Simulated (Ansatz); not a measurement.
Geometry optimisation, UKS PBE-D4/cc-pVDZ in Ansatz 0.2.0.

input.yaml

```yaml
crystal:
  periodic: [false, false, false]
  atoms:
    - { symbol: B, position_ang: [0.0, 0.0, 0.0] }
    - { symbol: F, position_ang: [0.0, 0.0, 1.57] }
    - { symbol: "N", position_ang: [1.3423, 0.0, -0.775] }
    - { symbol: H, position_ang: [1.8089, -0.9179, -1.0268] }
    - { symbol: H, position_ang: [1.7937, 0.9179, -1.0532] }
    - { symbol: F, position_ang: [-1.1431, 0.0, -0.66] }
    - { symbol: Si, position_ang: [0.0, 0.0, 3.46] }
    - { symbol: H, position_ang: [-0.7436, -1.1581, 3.9474] }
    - { symbol: H, position_ang: [1.3747, -0.0649, 3.9474] }
    - { symbol: H, position_ang: [-0.6311, 1.223, 3.9474] }
magnetization:
  spin_polarized: true
  initial_magnetization: 1
basis:
  gaussian: { orbitals: cc-pVDZ }
hamiltonian:
  xc: pbe
  dispersion: d4
relax:
  f_tol: 0.15
  max_steps: 25
  restrain:
    - { distance: [1, 6], at: 1.59, k: 30.0 }
    - { distance: [0, 1], at: 2.52, k: 30.0 }
```

Command:

```bash
$ ansatz run input.yaml --threads 4 --pin off --max-ram 5120MiB --backend cpu --events-out ev --progress --plain --runs-dir out
```

Problem. Where does it end, and by what steps?

Solution. The run converged. The restraints hold the end off the free minimum; the threshold counts their pulls, which the force column leaves out. Restrained pairs: F2–Si7 (1.89 → 1.63 Å), B1–F2 (1.57 → 2.53 Å). After 9 steps the energy has fallen by 1.743 eV (the restraints' own energy left out); B1 moved furthest, 0.72 Å.

```json
{"step": "0", "energy less start (eV)": "0.0000", "largest force component (eV/Å)": "3.579", "accepted": "yes"}
{"step": "1", "energy less start (eV)": "-0.2566", "largest force component (eV/Å)": "1.824", "accepted": "yes"}
{"step": "2", "energy less start (eV)": "-0.3599", "largest force component (eV/Å)": "2.728", "accepted": "yes"}
{"step": "3", "energy less start (eV)": "-0.9002", "largest force component (eV/Å)": "2.633", "accepted": "yes"}
{"step": "4", "energy less start (eV)": "-1.4391", "largest force component (eV/Å)": "1.923", "accepted": "yes"}
{"step": "5", "energy less start (eV)": "-1.6925", "largest force component (eV/Å)": "1.381", "accepted": "yes"}
{"step": "6", "energy less start (eV)": "-1.7307", "largest force component (eV/Å)": "1.387", "accepted": "yes"}
{"step": "7", "energy less start (eV)": "-1.7438", "largest force component (eV/Å)": "1.126", "accepted": "yes"}
{"step": "8", "energy less start (eV)": "-1.7432", "largest force component (eV/Å)": "1.153", "accepted": "yes"}
{"step": "9", "energy less start (eV)": "-1.7429", "largest force component (eV/Å)": "1.209", "accepted": "yes"}
```

```xyz
10
Properties=species:S:1:pos:R:3
B -0.006 -0.458 -0.553
F 0.032 0.000 1.932
N 1.288 -0.085 -0.932
H 2.078 -0.724 -0.878
H 1.526 0.868 -1.234
F -1.049 0.400 -0.648
Si -0.011 -0.004 3.564
H -0.811 -1.192 4.026
H 1.407 -0.086 4.064
H -0.653 1.281 4.016
```

Run time: 15 s on 4 threads of Arm Neoverse V2, on a shared host, peak memory 0.18 GiB.
